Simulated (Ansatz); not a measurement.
Si₃Te (the lowest singlet isomer of a short search). Charge 0, multiplicity 1. Geometry PBE-D4/def2-SVP, basis def2-TZVP, Ansatz.

```xyz
4

Si    0.634   -1.808   -0.605
Si   -0.938   -0.155   -0.759
Si    0.984    0.026    0.715
Te   -0.680    1.938    0.649
```

| run | HOMO (eV) | LUMO (eV) |
| --- | --- | --- |
| A | -7.71 | -1.62 |
| B | -6.01 | -3.38 |
| C | -6.59 | -2.58 |
| D | -5.21 | -3.95 |
| E | -5.42 | -3.97 |

In the def2 sets Te takes a core potential; there is no spin–orbit coupling. Another isomer (singlet) lies 0.06 eV lower at ωB97M-V/def2-TZVP.

The runs used BHLYP, PBE, PBE0, r2SCAN, ωB97M-V. Estimate which is which.

A ωB97M-V (range-separated); B PBE0 (25 % exact exchange); C BHLYP (50 % exact exchange); D PBE (0 % exact exchange); E r2SCAN (0 % exact exchange). Exact exchange lowers occupied and raises empty levels; among semilocal functionals meta-GGAs tend to open the gap a little, and such runs are hard to tell apart. The gap grows from 1.25 eV (PBE) to 6.09 eV (ωB97M-V).
